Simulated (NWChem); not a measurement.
Species: GaHBrF; SMILES [F][GaH][Br]

```xyz
4

Ga    -0.3602    -0.9114     0.0000
H     -1.7754    -1.5362     0.0000
F      1.0492    -1.9434     0.0000
Br     0.1137     1.3083     0.0000
```
Atoms are numbered in this order, from 1.

Results from NWChem. Pople sets run with spherical d functions. All runs use the structure optimised with PBE0/def2-SVP. Vzz is the largest principal value of the second derivative of the potential at the nucleus (NWChem prints the opposite sign); η is the asymmetry. Non-relativistic.

| level | Vzz Ga1 (a.u.) | η Ga1 | Vzz Br4 (a.u.) | η Br4 |
|---|---|---|---|---|
| PBE0/6-31G* | 2.048 | 0.46 | 3.762 | 0.28 |
| PBE0/def2-TZVP | [?] | 0.49 | 3.767 | 0.31 |
| Hartree-Fock/def2-SVP | 2.371 | 0.58 | 3.398 | 0.29 |
| Hartree-Fock/6-31G* | 2.291 | 0.47 | 3.313 | 0.28 |

**Question.** Some entries are withheld; supply them.

**Answer.** 
- PBE0/def2-TZVP, Vzz Ga1 (a.u.): 2.733
